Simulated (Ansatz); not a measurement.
One geometry of Cs3F3, several levels of theory.

```yaml
crystal:
  periodic: [false, false, false]
  atoms:
    - {symbol: Cs, position_ang: [0.537600, 2.434649, 1.289133]}
    - {symbol: Cs, position_ang: [-2.098606, -1.629685, 0.899420]}
    - {symbol: Cs, position_ang: [1.562590, -0.804664, -2.187742]}
    - {symbol: F, position_ang: [1.766798, 1.385241, -0.769253]}
    - {symbol: F, position_ang: [-1.309339, 0.671737, 1.863846]}
    - {symbol: F, position_ang: [-0.459052, -2.057269, -1.095404]}
basis:
  gaussian: {orbitals: def2-TZVP, initial_orbitals: start.molden}
hamiltonian: {xc: {name: BHLYP}, dispersion: d4}
scf: {omitted_lower_state_checks: [starts]}
output: {orbitals: {seedname: orbitals}}
```

The file start.molden holds the orbitals of an earlier run on this structure, at another level or in another basis.

```sh
$ ansatz run in.yaml --threads 4 --pin off --events-out ev --progress --plain --max-ram 3916MiB
```

Output, abridged:

```
Functional definition: BHLYP
1536 factors; their error is unknown
mean field evaluation 1: about -9798.8857 eV, gradient 7.6e0 eV
mean field evaluation 2: about -9798.9724 eV, gradient 2.0e-1 eV
mean field evaluation 4: about -9799.0739 eV, gradient 9.2e-4 eV
mean field -9799.07391761 eV, -360.1093244213 hartree, gradient 1.9e-5 eV, S^2 0.000000; 0 other end points of the search recorded, 0 dependent functions left out
reference -9799.07418363 eV, -360.1093341974 hartree; 27, 27 occupied and 153, 153 virtual orbitals, 1536 factors
Total energy: -9799.30605725 eV, -360.1178553956 hartree
Checks for a lower state left out: starts
```

Run time 3.3 s (4 threads of Arm Neoverse V2 on a shared host).

First input, but with `hamiltonian: {xc: pbe}`, `correlation: {method: rpa}` and without the key `output` (abridged; 5.5 s):

```
Functional definition: PBE
mean field -9799.91785790 eV, -360.1403386550 hartree, gradient 3.0e-6 eV, S^2 0.000000
3 core orbitals not correlated: weight in the atoms' cores, before any rotation towards them, 1.000 or more for the frozen orbitals, at most 0.000 for the correlated occupied ones
Total energy: -9792.11663339 eV, -359.8536489420 hartree
Checks for a lower state left out: starts
```

As the first input, with `hamiltonian: {xc: {name: wB97X-V}}` (abridged; 12 s):

```
Functional definition: wB97X-V
mean field -9803.35691939 eV, -360.2667218335 hartree, gradient 2.4e-5 eV, S^2 0.000000
Total energy: -9803.35691376 eV, -360.2667216267 hartree
Checks for a lower state left out: starts
```

As the first input, with `hamiltonian: {xc: r2scan, dispersion: d4}` (abridged; 4.3 s):

```
Functional definition: r2SCAN
mean field -9804.57671594 eV, -360.3115485301 hartree, gradient 5.2e-5 eV, S^2 0.000000
Total energy: -9804.59945077 eV, -360.3123840194 hartree
Checks for a lower state left out: starts
```

First input, but with `hamiltonian: {xc: {name: LC-wPBE}}` (abridged; 2.6 s):

```
Functional definition: LC-wPBE
mean field -9804.83838944 eV, -360.3211648537 hartree, gradient 1.2e-5 eV, S^2 0.000000
Total energy: -9804.83838952 eV, -360.3211648567 hartree
Checks for a lower state left out: starts
```

First input, but with `correlation: {method: ccsd_t}` and without the key `hamiltonian` (abridged; 2 min):

```
Functional definition: HF
mean field -9748.65104150 eV, -358.2563179022 hartree, gradient 1.5e-6 eV, S^2 0.000000
3 core orbitals not correlated: weight in the atoms' cores, before any rotation towards them, 1.000 or more for the frozen orbitals, at most 0.000 for the correlated occupied ones
second order -30.70760949 eV of doubles, -0.00000000 eV of singles
cycle   1  -30.28614530 eV  change    4.2e-1 eV  update   1.3e-1
cycle   2  -30.78858172 eV  change   -5.0e-1 eV  update   4.7e-2
cycle   3  -30.93831100 eV  change   -1.5e-1 eV  update   2.1e-2
cycle   4  -30.93263545 eV  change    5.7e-3 eV  update   6.6e-3
cycle   5  -30.92598759 eV  change    6.6e-3 eV  update   3.0e-3
cycle   6  -30.92626721 eV  change   -2.8e-4 eV  update   1.1e-3
cycle   7  -30.92662562 eV  change   -3.6e-4 eV  update   3.8e-4
cycle   8  -30.92645394 eV  change    1.7e-4 eV  update   1.4e-4
cycle   9  -30.92634019 eV  change    1.1e-4 eV  update   5.1e-5
cycle  10  -30.92635072 eV  change   -1.1e-5 eV  update   2.1e-5
perturbative correction -0.71734773 eV, -0.0263620427 hartree
Total energy: -9780.29473994 eV, -359.4192023711 hartree
Checks for a lower state left out: starts
```

As the first input, with `gaussian: {orbitals: def2-TZVPD, initial_orbitals: start.molden}`, `hamiltonian: {xc: r2scan, dispersion: d4}` (abridged; 6 s):

```
Functional definition: r2SCAN
mean field -9804.74036875 eV, -360.3175626600 hartree, gradient 6.5e-5 eV, S^2 0.000000
Total energy: -9804.76306493 eV, -360.3183967291 hartree
Checks for a lower state left out: starts
```

Geometry: r2SCAN-D4/def2-SVP.

In the def2 sets Cs takes a core potential; there is no spin–orbit coupling. LC-ωPBE has ω = 0.4 bohr⁻¹. Correlated methods freeze 3 core orbitals; core or outer-core shells of Cs are correlated, in sets that lack core-valence functions. The structure comes from a short search, and lower isomers may exist.
